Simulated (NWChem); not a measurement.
System: HSeF; SMILES [SeH]F

NWChem input:

```
start job
memory heap 200 mb stack 900 mb global 1100 mb
geometry units angstroms noautoz
  Se     0.033975     0.328507     0.000000
  H     -1.449480     0.459847     0.000000
  F      0.051681    -1.450947     0.000000
end
basis spherical
  Se library aug-pcseg-1
  H library aug-pcseg-1
  F library aug-pcseg-1
end
dft
  xc b3lyp
  iterations 150
  mulliken
end
task dft energy
```

Structure relaxed at the B3LYP/6-31G* (spherical d) level.

Q: Give the results of this calculation. (B3LYP/aug-pcseg-1.) Quantities: basis functions; energy (Ha); highest occupied level (eV); orbital gap (eV); dipole (D).

A: 
```yaml
number_of_basis_functions: 68
energy (Ha): -2501.72
highest occupied level (eV): -7.08
orbital gap (eV): 4.33
dipole (D): 1.91
```
